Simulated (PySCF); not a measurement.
**How methods differ on the ionisation energy of Au**

Au [Xe] 4f14 5d10 6s1 (2S) → Au⁺ [Xe] 4f14 5d10 (1S), as a difference of total energies. Calculation: PySCF 2.14, in x2c-TZVPPall (11s7p7d3f1g, 97 functions); scalar relativity by spin-free X2C-1e. Correlated levels: valence and next inner shell: [Kr] 4d10 4f14 frozen. The calculations carry no spin-orbit coupling.

Order these methods by the ionisation energy they give, lowest first.
A. SCS-MP2 (valence and next inner shell)
B. UHF
C. CCSD(T) (valence and next inner shell)
D. CCSD (valence and next inner shell)

B (7.712 eV), D (8.940 eV), A (9.019 eV), C (9.046 eV).

Errors of the correlated levels include the incompleteness of this basis and the frozen core.

For comparison: 9.226 eV (measured; NIST Atomic Spectra Database, ionization energies).
